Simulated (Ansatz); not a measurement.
Total energies of AlCl₂GeH₃ (`[Cl][Al]([Cl])[GeH3]`).

```xyz
7

Cl   -2.5244   -0.8172   -1.3677
Al   -1.1556   -0.6112    0.1985
Cl   -1.7068   -1.4068    2.0506
Ge    0.9949    0.5202   -0.1520
H     1.7966   -0.1980   -1.2507
H     0.7597    1.9689   -0.6120
H     1.8357    0.5440    1.1332
```

Charge 0, multiplicity 1. Correlated methods include outer-core shells of Ge, which these sets cover unevenly. Scalar relativity is left out up to krypton. The structure was optimised at the PBE0-D4/def2-TZVP level. Basis def2-TZVPP, the Gaussian-basis code of Ansatz.

RPA on PBE orbitals: Hartree–Fock energy of these orbitals -3238.15584 Eh, correlation -1.17674 Eh (frozen core).

| functional | energy without D4 (Eh) | D4 term (kJ/mol) |
| --- | --- | --- |
| LDA (SPW92) | -3234.60962 | – |
| PBE | -3240.98275 | -17.7 |
| revPBE | -3241.43247 | -40.2 |
| BLYP | -3241.86296 | -36.7 |
| r2SCAN | -3241.72454 | -4.1 |
| B97M-V | -3241.13861 | – |
| PBE0 | -3241.13905 | -15.4 |
| B3LYP | -3241.91943 | -29.0 |
| r2SCANh | -3241.71244 | -4.6 |
| r2SCAN0 | -3241.69560 | -5.2 |
| HSE06 (plane-wave form) | -3241.11785 | -14.8 |
| BHLYP | -3241.80202 | -27.1 |
| CAM-B3LYP | -3241.97081 | -16.3 |
| LC-ωPBE | -3241.21243 | – |
| ωB97X-V | -3241.45273 | – |
| ωB97M-V | -3241.63478 | – |
| B2PLYP | -3241.07258 | – |
| PBE-QIDH | -3240.55903 | – |

B3LYP takes the VWN-RPA correlation (the form of Gaussian; ORCA's B3LYP/G). HSE06 is the plane-wave form, built on full-range PBE exchange. The double hybrids freeze the cores in their second-order part.

LC-ωPBE has ω = 0.4 bohr⁻¹.
